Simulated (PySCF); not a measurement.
## Trend along the alkali metals: MC molecules

MP2 with double-zeta basis sets in PySCF, for the lowest determinant that a PBE0 search found; no spin–orbit coupling. De refers to high-spin ground-configuration atoms.

| M | basis | reference, frozen orbitals | state (unpaired electrons) | Re (Å) | ωe (cm⁻¹) | De (eV) |
| --- | --- | --- | --- | --- | --- | --- |
| Li | jorge-DZP-DKH | UHF, 1 | quartet (σ ↑, π ↑↑) | 1.936 | 662 | 2.34 |
| Na | cc-pVDZ | UHF, 2 | quartet (σ ↑, π ↑↑) | 2.253 | 436 | 1.77 |
| K | def2-SVP | UHF, 6 | quartet (σ ↑, π ↑↑) | 2.579 | 372 | 1.81 |
| Rb | def2-SVPD | UHF, 1 | quartet (σ ↑, π ↑↑) | 2.722 | 336 | 1.92 |
| Cs | def2-SVPD | UHF, 1 | quartet (σ ↑, π ↑↑) | 2.869 | 313 | 2.03 |

The shortest bond is that of LiC (1.936 Å), the longest that of CsC (2.869 Å).

The rows differ in basis set, which adds steps of its own.

Down a group the atoms grow and get heavier, so bonds lengthen and wavenumbers fall; this series shows no clear exception.

Correlated steps freeze the inner cores (1 to 6 orbitals); shallow outer-core shells are correlated. Correlated levels converge slowly with the basis: in double zeta they bind strong bonds too weakly, by up to about 1 eV, and carry superposition errors of some tenths. Spin–orbit coupling is left out, which matters for elements this heavy, above all for dissociation energies. States were picked by a PBE0 search and need not be the measured ground states.
